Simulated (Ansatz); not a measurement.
CH₄F₂InN, SMILES `C[NH][In]([F])[F]`: the same geometry under several functionals.

```yaml
crystal:
  periodic: [false, false, false]
  atoms:
    - {symbol: C, position_ang: [-0.418439, -1.204910, 0.544512]}
    - {symbol: N, position_ang: [0.051359, 0.162590, 0.688004]}
    - {symbol: In, position_ang: [0.408696, 1.362733, -0.858069]}
    - {symbol: F, position_ang: [-0.400686, 1.082715, -2.596671]}
    - {symbol: F, position_ang: [1.380130, 3.034681, -0.773109]}
    - {symbol: H, position_ang: [-1.109073, -1.278719, -0.297447]}
    - {symbol: H, position_ang: [0.380834, -1.937933, 0.382855]}
    - {symbol: H, position_ang: [-0.972381, -1.502644, 1.441002]}
    - {symbol: H, position_ang: [0.679561, 0.281487, 1.468923]}
basis:
  gaussian: {orbitals: def2-TZVPP}
hamiltonian: {xc: {name: wB97M-V}}
output: {forces: true, orbitals: {seedname: orbitals}}
```

```sh
$ ansatz run in.yaml --threads 4 --pin off --events-out ev --progress --plain --max-ram 10444MiB
```

Output, abridged:

```
Functional definition: wB97M-V
1307 factors; their error is unknown
294 factors; integrals over basis functions are off by at most 9.9e-6 eV
mean field evaluation 1: about -13192.4492 eV, gradient 7.0e1 eV
mean field evaluation 2: about -13189.5513 eV, gradient 8.6e1 eV
mean field evaluation 4: about -13200.9363 eV, gradient 2.1e0 eV
mean field evaluation 8: about -13200.9508 eV, gradient 5.8e-2 eV
mean field evaluation 16: about -13200.9805 eV, gradient 8.2e-4 eV
mean field -13200.98049262 eV, -485.1270851579 hartree, gradient 4.5e-5 eV, S^2 0.000000; 0 other end points of the search recorded, 0 dependent functions left out
reference -13200.98057668 eV, -485.1270882468 hartree; 28, 28 occupied and 202, 202 virtual orbitals, 1307 factors
Total energy: -13200.98057668 eV, -485.1270882468 hartree
Atom 0 at    -0.418439    -1.204910     0.544512 Å, force    -0.142073    -0.313679     0.011807 eV/Å
Atom 1 at     0.051359     0.162590     0.688004 Å, force     0.218704     0.257460     0.002191 eV/Å
Atom 2 at     0.408696     1.362733    -0.858069 Å, force    -0.068221    -0.024926     0.062683 eV/Å
Atom 3 at    -0.400686     1.082715    -2.596671 Å, force    -0.001247    -0.013807    -0.028800 eV/Å
Atom 4 at     1.380130     3.034681    -0.773109 Å, force     0.025310     0.014987    -0.001063 eV/Å
Atom 5 at    -1.109073    -1.278719    -0.297447 Å, force     0.054872     0.008345     0.059423 eV/Å
Atom 6 at     0.380834    -1.937933     0.382855 Å, force    -0.070097     0.077641     0.013718 eV/Å
Atom 7 at    -0.972381    -1.502644     1.441002 Å, force     0.049284     0.008838    -0.094909 eV/Å
Atom 8 at     0.679561     0.281487     1.468923 Å, force    -0.066532    -0.014859    -0.025049 eV/Å
Dipole moment:     0.053675    -0.587961     0.580611 e Å
```

It took 11 s on 4 threads of an Arm Neoverse V2 on a shared host, with 0.77 GiB of host memory at the peak.

With the line `hamiltonian: {xc: {name: LC-wPBE}}` and no forces (abridged; 2.6 s):

```
Functional definition: LC-wPBE
mean field evaluation 16: about -13201.3378 eV, gradient 2.3e-4 eV
mean field -13201.33775508 eV, -485.1402143111 hartree, gradient 3.6e-5 eV, S^2 0.000000
Total energy: -13201.33775509 eV, -485.1402143115 hartree
```

Changing it to `hamiltonian: {xc: hse06, dispersion: d4}` and no forces (abridged; 3.1 s):

```
Functional definition: HSE06
mean field evaluation 16: about -13196.1782 eV, gradient 2.7e-4 eV
mean field -13196.17821717 eV, -484.9506047903 hartree, gradient 5.5e-5 eV, S^2 0.000000
Total energy: -13196.30276584 eV, -484.9551818692 hartree
```

With the line `hamiltonian: {xc: {name: B97M-V}}` and no forces (abridged; 10 s):

```
Functional definition: B97M-V
mean field evaluation 16: about -13202.6734 eV, gradient 2.0e-3 eV
mean field -13202.67341621 eV, -485.1892989522 hartree, gradient 5.2e-5 eV, S^2 0.000000
Total energy: -13202.67351917 eV, -485.1893027359 hartree
```

Changing it to `hamiltonian: {xc: {name: r2SCAN0}, dispersion: d4}` and no forces (abridged; 4.8 s):

```
Functional definition: r2SCAN0
mean field evaluation 16: about -13201.0126 eV, gradient 2.0e-4 eV
mean field -13201.01256551 eV, -485.1282638149 hartree, gradient 1.7e-5 eV, S^2 0.000000
Total energy: -13201.05752421 eV, -485.1299160164 hartree
```

Changing it to `hamiltonian: {xc: {name: BHLYP}, dispersion: d4}` and no forces (abridged; 3 s):

```
Functional definition: BHLYP
mean field evaluation 16: about -13199.0685 eV, gradient 3.1e-4 eV
mean field -13199.06853402 eV, -485.0568219754 hartree, gradient 4.5e-5 eV, S^2 0.000000
Total energy: -13199.27510300 eV, -485.0644132452 hartree
```

HSE06 is the plane-wave form, built on full-range PBE exchange.
